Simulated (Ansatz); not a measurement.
Zn2SiH2O3F4, singlet: a relaxation.

Input (in.yaml):

```yaml
crystal:
  periodic: [false, false, false]
  atoms:
    - {symbol: Si, position_ang: [1.885680, -0.609286, -0.694951]}
    - {symbol: F, position_ang: [3.617537, 0.195663, -0.411432]}
    - {symbol: F, position_ang: [2.081217, -0.461473, -2.249451]}
    - {symbol: F, position_ang: [2.422095, -1.956188, -0.083256]}
    - {symbol: F, position_ang: [0.272575, -0.960663, -0.684718]}
    - {symbol: H, position_ang: [2.860463, 0.839179, 0.151053]}
    - {symbol: O, position_ang: [1.653481, 0.738213, 0.271453]}
    - {symbol: Zn, position_ang: [-0.100582, 1.001151, 0.717215]}
    - {symbol: O, position_ang: [-1.703800, 1.432319, 1.254929]}
    - {symbol: Zn, position_ang: [-3.231691, 0.626088, 0.908938]}
    - {symbol: O, position_ang: [-4.855356, -0.028508, 0.682380]}
    - {symbol: H, position_ang: [-4.901621, -0.816397, 0.137939]}
basis:
  gaussian: {orbitals: cc-pVDZ}
hamiltonian: {xc: {name: CAM-B3LYP}, dispersion: d4}
relax: {f_tol: 0.01, max_steps: 60, escape_saddle: true}
```

Command:

```bash
ansatz run in.yaml --threads 4 --pin off --events-out ev --progress --plain --max-ram 66560MiB --backend cuda --devices 0, --max-vram 37GiB
```

The run's output (Ansatz 0.2.0):

```
Error: invalid value for `relax.escape_saddle`: a Gaussian basis doesn't support `true`; leave it out, and run phonons on the result
```

Hardware: 4 CPU threads of an AMD EPYC 7R13 and a share of one NVIDIA H100, shared host. Wall time 0.05 s; peak host memory 1 GiB.


The program refused the input.